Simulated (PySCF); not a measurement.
Species: C4H8FO2S (doublet state).
Atom-mapped SMILES: `[CH3:1][S:2](=[O:3])(=[O:4])[CH2:5][CH2:6][CH:7][F:8]` (hydrogens: H9, H10, H11 on C1; H12, H13 on C5; H14, H15 on C6; H16 on C7)

Cartesian coordinates in Å at the GFN2-xTB level; atoms count from 1:
```xyz
16
C4H8FO2S angstrom
C     -2.5718    0.4214    0.0649
S     -1.1302   -0.5050   -0.5424
O     -1.2158   -1.8555   -0.0644
O     -1.0196   -0.3013   -1.9597
C      0.2963    0.3023    0.2552
C      1.5448   -0.4658   -0.2061
C      2.7914    0.1203    0.3115
F      3.0657   -0.0612    1.6177
H     -2.4885    1.4420   -0.2839
H     -3.4577   -0.0472   -0.3455
H     -2.5823    0.3648    1.1451
H      0.1628    0.2367    1.3309
H      0.3108    1.3362   -0.0770
H      1.4369   -1.4965    0.1426
H      1.5610   -0.4616   -1.2968
H      3.2886    0.9792   -0.1035
```

The hyperfine couplings belong to this conformer and change with its torsions.

The calculation used UKS B3LYP, pcH-1 on C F H O S, non-relativistic, mean-field spin-orbit, GIAO in PySCF 2.14.0. Isolated species at its GFN2-xTB geometry (one conformer only). Couplings are sensitive to structure, and on GFN2-xTB geometries they can be far from those on DFT ones. Stability of the SCF solution: not tested.

Principal values of hyperfine tensors in MHz (contact, dipolar and spin–orbit terms together), for some of the nuclei:

| atom | isotope | A1 | A2 | A3 |
| --- | --- | --- | --- | --- |
| C7 | 13C | 81.73 | 84.71 | 333.65 |
| F8 | 19F | -109.80 | -74.56 | 665.25 |
| C5 | 13C | 79.35 | 79.44 | 95.81 |
| H16 | 1H | -88.80 | -53.22 | -10.75 |
| H14 | 1H | 41.14 | 41.60 | 56.69 |
| C6 | 13C | -19.18 | -18.58 | -14.45 |
| H15 | 1H | 11.17 | 12.40 | 27.46 |
| S2 | 33S | 4.58 | 4.84 | 7.65 |

(1) Split each tensor into its isotropic and traceless parts, and turn a_iso into mT with g = 2.0038.

(2) What spin density at the nucleus of H15 lies behind its contact coupling (g_N = 5.58569)?

(3) C1 (13C, g_N = 1.40482) isn't in the table. Its spin density at the nucleus is 0.006285 bohr⁻³. What is its contact coupling?

(4) Which nucleus of the table has the largest anisotropic coupling, and what is its form?

(5) In a single crystal, with the field along each principal axis of the tensor of C5 in turn, what first-order splitting does this nucleus give (isotropic g, quadrupole terms neglected)?

Results:

(1) a_iso is a third of the trace, T = A − a_iso, and a(mT) = a(MHz)/(g × 13.996). The tensors hold a spin–orbit part: the run splits a_iso into a_FC + a_SO, and T includes its anisotropic share.

```json
{"atom": "C7", "a_iso (MHz)": "166.70", "a_FC": "166.63", "a_SO": "0.06", "a_iso (mT)": "5.944", "T1": "-84.97", "T2": "-81.99", "T3": "166.95"}
{"atom": "F8", "a_iso (MHz)": "160.30", "a_FC": "159.61", "a_SO": "0.69", "a_iso (mT)": "5.716", "T1": "-270.10", "T2": "-234.86", "T3": "504.95"}
{"atom": "C5", "a_iso (MHz)": "84.86", "a_FC": "84.88", "a_SO": "-0.01", "a_iso (mT)": "3.026", "T1": "-5.52", "T2": "-5.43", "T3": "10.94"}
{"atom": "H16", "a_iso (MHz)": "-50.93", "a_FC": "-50.98", "a_SO": "0.05", "a_iso (mT)": "-1.816", "T1": "-37.88", "T2": "-2.29", "T3": "40.17"}
{"atom": "H14", "a_iso (MHz)": "46.48", "a_FC": "46.47", "a_SO": "0.01", "a_iso (mT)": "1.657", "T1": "-5.34", "T2": "-4.88", "T3": "10.21"}
{"atom": "C6", "a_iso (MHz)": "-17.40", "a_FC": "-17.42", "a_SO": "0.02", "a_iso (mT)": "-0.620", "T1": "-1.78", "T2": "-1.18", "T3": "2.96"}
{"atom": "H15", "a_iso (MHz)": "17.01", "a_FC": "17.01", "a_SO": "0.00", "a_iso (mT)": "0.607", "T1": "-5.84", "T2": "-4.61", "T3": "10.45"}
{"atom": "S2", "a_iso (MHz)": "5.69", "a_FC": "5.71", "a_SO": "-0.02", "a_iso (mT)": "0.203", "T1": "-1.11", "T2": "-0.85", "T3": "1.96"}
```

(2) a_FC = (2μ0/3) gₑ μB g_N μN ρ(0)/(2S·h) = 800.24 MHz × g_N × ρ(0)/(2S), with ρ in bohr⁻³. With a_FC = 17.01 MHz and 2S = 1, ρ(0) = 0.003805 bohr⁻³. In magnitude that is 1.2 % of the 1/π = 0.318 of a free hydrogen atom.

(3) By the same relation, a_FC = 7.07 MHz. Its full tensor has the principal values 6.32, 6.33, 8.55 MHz.

(4) F8: -270.1, -234.9, 505.0 MHz (the dipolar term alone has -272.1, -233.9, 506.0), nearly axial, close to the ratio −1:−1:+2.

(5) 2 lines (I = 1/2), spaced by |A_i|/(g × 13.996): 2.83, 2.83, 3.42 mT along the axes of A1, A2 and A3.
